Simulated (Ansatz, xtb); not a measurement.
# Relative energy of two isomers of C3H10GeSi2

We compare a, `C#C[Si@@H]([GeH3])[SiH2]C`, a singlet, with b, `CC#C[SiH2][SiH2][GeH3]`, a singlet. Both are isolated molecules in the gas phase, relaxed with PBE-D3(BJ)/def2-SVP; the shapes shown needn't be the lowest conformers.

a (Å):

```yaml
atoms:
  - { symbol: C, position_ang: [-3.8633, 0.2958, 0.3702] }
  - { symbol: C, position_ang: [-2.7564, 0.6793, 0.7464] }
  - { symbol: C, position_ang: [-0.2691, 1.1889, -2.1487] }
  - { symbol: Ge, position_ang: [0.2231, -0.7486, 1.7011] }
  - { symbol: Si, position_ang: [-1.0602, 1.2181, 1.2152] }
  - { symbol: Si, position_ang: [-0.1453, 2.3351, -0.6463] }
  - { symbol: H, position_ang: [-4.8427, -0.0382, 0.0527] }
  - { symbol: H, position_ang: [-1.1361, 2.0891, 2.4421] }
  - { symbol: H, position_ang: [1.6599, -0.3611, 2.1459] }
  - { symbol: H, position_ang: [0.3341, -1.6247, 0.4237] }
  - { symbol: H, position_ang: [-0.4322, -1.5973, 2.8222] }
  - { symbol: H, position_ang: [1.2914, 2.6850, -0.3483] }
  - { symbol: H, position_ang: [-0.8984, 3.6187, -0.8852] }
  - { symbol: H, position_ang: [0.1114, 1.6866, -3.0631] }
  - { symbol: H, position_ang: [-1.3260, 0.9005, -2.3174] }
  - { symbol: H, position_ang: [0.3183, 0.2633, -1.9840] }
```

b (Å):

```yaml
atoms:
  - { symbol: C, position_ang: [3.0592, 0.7285, 1.0153] }
  - { symbol: C, position_ang: [2.2758, 0.0780, -0.0218] }
  - { symbol: C, position_ang: [1.6152, -0.4754, -0.9027] }
  - { symbol: Ge, position_ang: [-1.9752, -0.8146, 0.7668] }
  - { symbol: Si, position_ang: [0.5093, -1.2603, -2.1311] }
  - { symbol: Si, position_ang: [-1.6795, -0.5732, -1.5972] }
  - { symbol: H, position_ang: [2.4213, 1.0179, 1.8769] }
  - { symbol: H, position_ang: [3.5467, 1.6497, 0.6328] }
  - { symbol: H, position_ang: [3.8581, 0.0588, 1.3973] }
  - { symbol: H, position_ang: [0.9013, -0.8601, -3.5290] }
  - { symbol: H, position_ang: [0.6023, -2.7602, -2.0252] }
  - { symbol: H, position_ang: [-1.8725, 0.8732, -1.9756] }
  - { symbol: H, position_ang: [-2.7053, -1.3950, -2.3371] }
  - { symbol: H, position_ang: [-3.4370, -0.5122, 1.1956] }
  - { symbol: H, position_ang: [-1.0321, 0.1597, 1.5205] }
  - { symbol: H, position_ang: [-1.6303, -2.2632, 1.2057] }
```

Quicker runs give these differences E(b) − E(a): GFN2-xTB −0.565 eV; HF/STO-3G +0.065 eV (at GFN2-xTB geometries); r2SCAN-D4/def2-SVP −0.012 eV (at GFN2-xTB geometries).

Q: Estimate which is lower in electronic energy at CCSD(T)/def2-SVP + ΔMP2/def2-TZVPP, and by roughly how much.

A: Not settled: CCSD(T)/def2-SVP + ΔMP2/def2-TZVPP gives E(b) − E(a) = +0.131 eV, but this leans on the basis-set step: CCSD(T) alone gives +0.016 eV.

The same difference at several levels:

| level | geometry | E(b) − E(a) (eV) | departure from the last row (eV) | job, with rough time for the two |
| --- | --- | --- | --- | --- |
| GFN2-xTB | GFN2-xTB | −0.565 | −0.696 | optimisation, 0.39 s |
| HF/STO-3G | GFN2-xTB | +0.065 | −0.065 | single point, 0.68 s |
| r2SCAN-D4/def2-SVP | GFN2-xTB | −0.012 | −0.143 | single point, 3.3 s |
| PBE-D3(BJ)/def2-SVP | PBE-D3(BJ)/def2-SVP | −0.025 | −0.156 | optimisation, 59 s |
| HF/def2-SVP | PBE-D3(BJ)/def2-SVP | −0.044 | −0.175 | part of the CCSD(T) run |
| MP2/def2-SVP | PBE-D3(BJ)/def2-SVP | +0.035 | −0.095 | part of the CCSD(T) run |
| CCSD(T)/def2-SVP | PBE-D3(BJ)/def2-SVP | +0.016 | −0.115 | single point |
| CCSD(T)/def2-SVP + ΔMP2/def2-TZVPP | PBE-D3(BJ)/def2-SVP | +0.131 |  | single point, 73 s |

As drawn, b has 1 C–C, 1 Si–H in place of 1 C–Si, 1 C–H.

GFN2-xTB, PBE-D3(BJ)/def2-SVP, HF/def2-SVP put the two in the other order. r2SCAN-D4/def2-SVP, CCSD(T)/def2-SVP find them nearly level. The largest departure from CCSD(T)/def2-SVP + ΔMP2/def2-TZVPP is that of GFN2-xTB, 0.696 eV. A small imaginary or near-zero mode remains, so no thermal terms are given. The last row adds to CCSD(T) the change of the MP2 difference between the two basis sets, here +0.115 eV.

The correlated steps freeze 22 core orbitals; the filled d shell of Ge is correlated, in a basis made for valence electrons. Run with Ansatz 0.2.0, xtb 6.7.1; the last row on 4 threads of Intel(R) Xeon(R) Platinum 8488C (Sapphire Rapids) on a shared host.
